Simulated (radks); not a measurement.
Task: All-electron atom: Xe3+ in [Kr] 4d10 5s2 5p3 (the NIST ground configuration). Method: scalar-relativistic Kohn-Sham, LDA (Slater exchange, Perdew-Wang correlation), spin-unpolarised, spherical densities, point nucleus; computed with a radial shooting solver on a logarithmic mesh with Libxc functionals. Some entries of the table are withheld. Estimate them.

orbital  occ.  eigenvalue (eV)  <r> (bohr)  r(max) (bohr)
1s          2        -34370.33     0.02668        0.01717
2s          2              (1)      0.1147        0.09705
2p          6              (2)      0.1003        0.07782
3s          2        -1126.810      0.3068         0.2793
3p          6              (3)      0.3047         0.2731
3d         10        -687.9306      0.2810         0.2257
4s          2        -230.7137      0.7165         0.6606
4p          6        -174.7002      0.7644         0.6929
4d         10         -92.9636      0.8731         0.7474
5s          2         -50.5736       1.742          1.577
5p          3         -37.2099       2.004          1.790

Result: 
(1) 2s eigenvalue (eV): -5378.954
(2) 2p eigenvalue (eV): -4832.639
(3) 3p eigenvalue (eV): -950.3463
